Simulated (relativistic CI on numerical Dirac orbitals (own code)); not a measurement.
**Hyperfine structure of Co10+, mass number 60**

Computed by Dirac-Coulomb-Breit CI, orbitals from a KLI potential per configuration, model QED, unscaled Slater integrals (own radial code, finite nucleus).

CI space (outside the closed core [Ne]): 3s2 3p5, 3s 3p6, 3s2 3p4 3d, 3s 3p5 3d, 3p6 3d, 3s 3p4 3d2, 3s2 3p4 4s, 3s2 3p4 4p, 3s2 3p3 3d 4p, 3p6 4s, 3p6 4p, 3s2 3p4 4d, 3s 3p4 3d 4s, 3s2 3p3 3d 4s, 3s2 3p2 3d2 4s, 3s 3p3 3d2 4s, 3s2 3p2 3d 4s2, 3s2 3p2 3d 4s 4p, 3s2 3p2 3d 4s 4d. Double excitations out of closed p, d and f shells are left out; levels of such configurations are missing from the list, as are those of other unlisted configurations, and high levels can miss mixing partners.

Nuclear spin I = 5, μ = 3.799 μN, Q = 0.46 b (tables of Stone and Pyykkö). The electronic factors are computed for point nuclear moments, without core polarisation or the Bohr-Weisskopf and QED corrections.

| Level | E (eV) | A (MHz) | B (MHz) |
| --- | --- | --- | --- |
| 3s2 3p5 2P°_3/2 | 0.0000 | 3603 | -3910 |
| 3s2 3p5 2P°_1/2 | 2.4047 | 18440 |  |
| 3s 3p6 2S_1/2 | 35.6963 | 51170 |  |
| 3s2 3p4 3d 4D_5/2 | 50.0593 | 2127 | -1010 |
| 3s2 3p4 3d 4D_7/2 | 50.0807 | 1180 | -2610 |
| 3s2 3p4 3d 4D_3/2 | 50.2428 | 3134 | -54.1 |
| 3s2 3p4 3d 4D_1/2 | 50.4871 | 6072 |  |
| 3s2 3p4 3d 4F_9/2 | 54.2611 | 2051 | 4100 |

Levels with J = 0, under 50 % of one LS term, or S terms without an open s electron are left out. Small factors come from cancelling terms and can be off by tens of per cent or more.

At this charge energies of transitions that change n are usually good to better than 1 %, and those within a shell (Δn = 0) to a few per cent.

Question: Give the hyperfine levels of 3s2 3p5 2P°_1/2 relative to its centre of gravity.

Answer: With K = F(F + 1) − I(I + 1) − J(J + 1), E = AK/2: F = 9/2: -55330, F = 11/2: 46110 MHz.
